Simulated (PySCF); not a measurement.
`Cl[Si](Cl)(Br)Br`. Theory: PySCF, PBE0-D3(BJ)/def2-SVP geometry optimisation, gas phase.

```
atom  x, y, z in Å
Cl1   -0.1499    2.0825   -0.2412
Si2   -0.3502    0.1561    0.4010
Cl3   -0.5902    0.1523    2.4271
Br4    1.4503   -0.9905   -0.1153
Br5   -2.1091   -0.7493   -0.5491
```

Q: What is the longest distance between nuclei?

A: Br4···Br5, 3.59 Å; the next longest distance is 3.47 Å.

Q: Work out the bond lengths Cl1–Si2, Si2–Cl3, Si2–Br4, Si2–Br5 in Å.

A: For Cl1–Si2 the difference vector is (-0.2002, -1.9264, 0.6422) Å, of length 2.0405 Å. Cl1–Si2 2.040; Si2–Cl3 2.040; Si2–Br4 2.196; Si2–Br5 2.195 Å.

Q: What is the repulsion energy of the bare nuclei, Σ ZA·ZB/RAB?

A: 950.09 Eh over 10 pairs, with full nuclear charges and distances in bohr; the largest single term is 180.38 Eh (Br4 with Br5).

Q: Where is the centre of mass (commonest isotopes), and what is the radius of gyration?

A: Mass 255.751 u; centre at (-0.343, -0.214, 0.138) Å; Rg = √(Σ m r²/M) = 1.976 Å. As Ia + Ib + Ic = 2 Σ m r², the three principal moments sum to 1998.1 u·Å².

Q: How far apart are these pairs, which share no bond: Cl1···Cl3, Cl3···Br4?

A: Cl1···Cl3 3.323 Å (2 bonds apart); Cl3···Br4 3.454 Å (2 bonds apart).

Q: What are the angles Cl1–Si2–Cl3, Cl3–Si2–Br5, Br4–Si2–Br5, Cl3–Si2–Br4, Cl1–Si2–Br4, Cl1–Si2–Br5?

A: From the scalar product of the two bond vectors; for Cl1–Si2–Cl3 it is -1.3565 Å² over 2.0405 × 2.0403 Å², cos θ = -0.3258. Cl1–Si2–Cl3 109.0°; Cl3–Si2–Br5 109.6°; Br4–Si2–Br5 109.9°; Cl3–Si2–Br4 109.2°; Cl1–Si2–Br4 109.8°; Cl1–Si2–Br5 109.4°.

Q: Write the matrix of distances between heavy atoms (Å, lower triangle).

A: 
```
Cl1   0.000
Si2   2.040  0.000
Cl3   3.323  2.040  0.000
Br4   3.467  2.196  3.454  0.000
Br5   3.457  2.195  3.461  3.594  0.000
```

The point group is C2v within 0.08 Å; differences among equivalent distances and angles are scatter left by the optimiser. No frequency check.
